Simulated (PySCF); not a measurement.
Homolysis of single bonds, series Ga SiH3-H. All species are isolated molecules in the gas phase. Strings in code marks are SMILES.

Computed with PBE-D3(BJ)/def2-TZVP // r2SCAN-D4/def2-TZVP run with PySCF. All candidates: neutral, multiplicity 1. 

| Property | Value |
|---|---|
| LUMO | -3.19 eV |
| HOMO | -6.30 eV |
| HOMO–LUMO gap | 3.11 eV |

Q: Which member has these values?
(A) `[SiH3][Ga]([SiH3])[SiH3]`
(B) `[GaH3]`
(C) `[SiH3][GaH2]`
(D) `[SiH3][GaH][SiH3]`

A: D, `[SiH3][GaH][SiH3]`. The others give `[SiH3][Ga]([SiH3])[SiH3]`: -3.38 eV, -6.30 eV, 2.93 eV; `[GaH3]`: -2.65 eV, -7.35 eV, 4.71 eV; `[SiH3][GaH2]`: -2.94 eV, -6.59 eV, 3.65 eV
